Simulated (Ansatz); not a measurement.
System: ZnI2, net charge 0, singlet state. SMILES: [I][Zn][I]
Geometry: optimised at B3LYP-D3(BJ)/def2-TZVP (Ansatz, a first-principles code).

Computed values are from Ansatz. Valence correlation only, unless marked. UHF or UKS for open shells. Spin-orbit coupling is left out. The frozen core is the preceding noble-gas configuration, with the filled d and f shells of earlier blocks. In def2 rows, elements after Kr have scalar-relativistic effective core potentials. CBS(X,Y): correlation extrapolated as X^-3; Hartree-Fock from the larger set. The bracket is a focal-point correction in the basis named.

Q: What is the atomisation energy De at RI-MP2/CBS(def2-TZVPPD,def2-QZVPPD)+[CCSD(T)-MP2]/def2-TZVPPD?

A: 114.2 kcal/mol.

Q: What is the total energy at RI-MP2/CBS(def2-TZVPPD,def2-QZVPPD)+[CCSD(T)-MP2]/def2-TZVPPD?

A: -2372.2042 Eh.

Q: What is the T1 diagnostic at CCSD/def2-TZVPPD?

A: 0.014.

Q: What is the dipole moment at CCSD(T)/def2-SVPD?

A: 0.00 D.
